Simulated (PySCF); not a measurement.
C9H6N4, SMILES C1=CC2=NC=NC3=NC=CC(=C1)N23.

The structure is a stationary point at PBE0-D3(BJ)/def2-SVP.

Two levels are set side by side: PBE/def2-SVP (PySCF) and M06-2X/def2-SVP (PySCF). Same geometry, gas phase. Differences are taken from unrounded values.

```tsv
quantity	M06-2X
orbital gap (eV)	4.99
highest occupied level (eV)	-6.55
lowest empty level (eV)	-1.56
dipole moment (D)	4.77
mean polarisability (bohr³)	121.8
```

Task: What does PBE give, and how far is it from M06-2X? (Estimate from the structure and the level; the computed values follow.)

Result: 
```
quantity                       PBE  PBE minus M06-2X
---------------------------  -----  ----------------
orbital gap (eV)              1.81             -3.18
highest occupied level (eV)  -4.91              1.64
lowest empty level (eV)      -3.10             -1.54
dipole moment (D)             4.51             -0.26
mean polarisability (bohr³)  124.1               2.4
```

Without exact exchange PBE keeps part of each electron's self-repulsion, which lifts occupied levels and narrows the gap. Differences between two approximate levels are no errors against the true value.

Rough cost on one machine, each run with all the roots and properties that it gave: M06-2X against PBE within a factor of 2.
